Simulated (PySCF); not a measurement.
Numbering as in the mapped SMILES `[CH3:1][c:2]1[cH:3][pH:4][c:5]([CH3:6])[cH:7]1`. Hydrogens are named by the atom that carries them.

GIAO PBE0/pcSseg-1 shifts (PySCF, gas phase, non-relativistic, equivalent atoms averaged), each against references optimised in the same way as the molecule (TMS, H3PO4).

On the GFN2-xTB geometry: C5 160.3, C2 158.7, C7 145.1, C3 129.9, C1 21.9, C6 21.4, P4 -66.2, H(C7) 6.85, H(C3) 6.17, H(P4) 4.89, H(C6) 2.44, H(C1) 2.29 ppm.

**Question.** What changes on the PBE0-D3(BJ)/def2-SVP geometry?

**Answer.** 
```tsv
atoms	δ (ppm)	change
C5	157.2	-3.1
C2	157.0	-1.7
C7	144.8	-0.3
C3	129.5	-0.4
C1	21.3	-0.6
C6	20.0	-1.4
P4	-57.7	+8.5
H(C7)	6.68	-0.17
H(C3)	6.13	-0.04
H(P4)	5.28	+0.39
H(C6)	2.33	-0.11
H(C1)	2.18	-0.11
```

Part of each change is the reference's own: σ(TMS, C) goes from 186.9 to 184.4 ppm, σ(H3PO4, P) goes from 318.4 to 310.1 ppm, σ(TMS, H) goes from 31.72 to 31.27 ppm.

Bonds between heavy atoms that differ most (equivalent bonds averaged): C7–C2 1.446 → 1.461 Å, C2–C3 1.348 → 1.359 Å, C5–C7 1.346 → 1.357 Å, C1–C2 1.492 → 1.495 Å, P4–C5 1.824 → 1.822 Å. Mean change of bonds to hydrogen: C–H +0.013 Å, P–H +0.031 Å.
